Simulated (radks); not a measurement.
The numbers below are computed, except where a source is named.
Problem. Species: Zn. Configuration: [Ar] 3d10 4s1 7d1 (not the ground configuration). Level of theory: scalar-relativistic Kohn-Sham, PBEsol, spin-polarised, spherical densities, finite nucleus; open shells are filled with parallel spins first; Fermi nuclear charge, rms radius 3.9283 fm (a radial shooting solver on a logarithmic mesh with Libxc functionals). Some entries of the table are withheld. Estimate them.

orbital  occ.  eigenvalue (hartree)  <r^2> (bohr^2)
1s up       1             -350.0710        0.003409
1s down     1             -350.0692        0.003409
2s down     1             -42.84304         0.06045
2s up       1             -42.84260         0.06045
2p up       3             -37.19132         0.04825
2p down     3             -37.19131         0.04825
3s up       1              -5.05837          0.5380
3s down     1              -5.05810          0.5373
3p up       3              -3.38116             (1)
3p down     3              -3.38004             (2)
3d up       5                   (3)           1.099
3d down     5                   (4)           1.053
4s up       1              -0.50285           6.517
7d up       1              -0.01248             (5)

Solution. 
(1) 3p up <r^2> (bohr^2): 0.6040
(2) 3p down <r^2> (bohr^2): 0.6020
(3) 3d up eigenvalue (hartree): -0.69633
(4) 3d down eigenvalue (hartree): -0.68826
(5) 7d up <r^2> (bohr^2): 2018
